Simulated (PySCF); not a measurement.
Computed Raman spectrum (relative Raman activity) of a molecule C₄H₇Cl. The structure is a stationary point at PBE0-D3(BJ)/def2-SVP. One conformer was computed; it need not be the lowest. Computed with PBE0-D3(BJ)/def2-SVP in PySCF. Frequencies are harmonic and unscaled.

Lines under 2 % of the strongest are left out, and lines within 2 cm⁻¹ are merged.

ν (cm⁻¹): 87 (vw), 332 (vw), 637 (w), 774 (vw), 792 (w), 986 (vw), 1080 (vw), 1102 (vw), 1244 (vw), 1289 (w), 1311 (w), 1429 (w), 1459 (w), 1469 (vw), 1744 (m), 3063 (vs), 3100 (s), 3126 (s), 3153 (w), 3164 (vs), 3174 (m), 3262 (s) (against the strongest line: vs over 80 %, s over 45 %, m over 15 %, w over 4 %, vw less)

**Question.** Which structure fits?
(A) C/C=C(\C)Cl
(B) C=CCCCl
(C) CC(C)=CCl
(D) ClCC1CC1

**Answer.** B, C=CCCCl
